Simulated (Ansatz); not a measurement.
Reactions of C4H7ClO (`C=COCCCl`).

Computed with Ansatz on PBE0-D4/def2-TZVP structures; ΔE is electronic, products minus reactants. CCSD(T)/CBS is the MP2 limit (def2-TZVPP, def2-QZVPP) plus CCSD(T) − MP2 in def2-TZVPP, frozen cores. This one scheme is used for every species, atoms too. Functionals use def2-TZVPP. Open shells (•) are unrestricted, without spin–orbit coupling. Spin–orbit coupling would lower the free atoms: a little for C, Cl, O. Bonds to Zn are less sure, by a few kJ/mol each and by 10 to 20 or more in all where they break to atoms, as the def2 sets lack core-valence functions. Scalar relativity is left out up to krypton. One conformer a species, not always the lowest.

| reaction | MP2/CBS(def2) (eV) | ωB97M-V (eV) | PBE-D4 (eV) |
| --- | --- | --- | --- |
| `C=COCCCl` + `[ZnH2]` → `Cl[CH2][ZnH]` + `C=COC` | -0.15 | -0.07 | -0.13 |
| `C=COCCCl` + fluoromethane → `FCCCl` + `C=COC` | 0.00 | -0.03 | -0.05 |
| `C=COCCCl` → 4 C• + Cl• + 7 H• + O• | 54.25 | 53.44 | 54.80 |
| `C=COCCCl` → `C=C(Cl)OCC` | -0.03 | -0.02 | -0.10 |

**Question.** Give the CCSD(T)/CBS values in the same order. (Estimate.)

**Answer.** Computed: -0.11, -0.01, 53.22, 0.00 eV.

Largest T1 diagnostic: 0.016, for `[ZnH2]`.
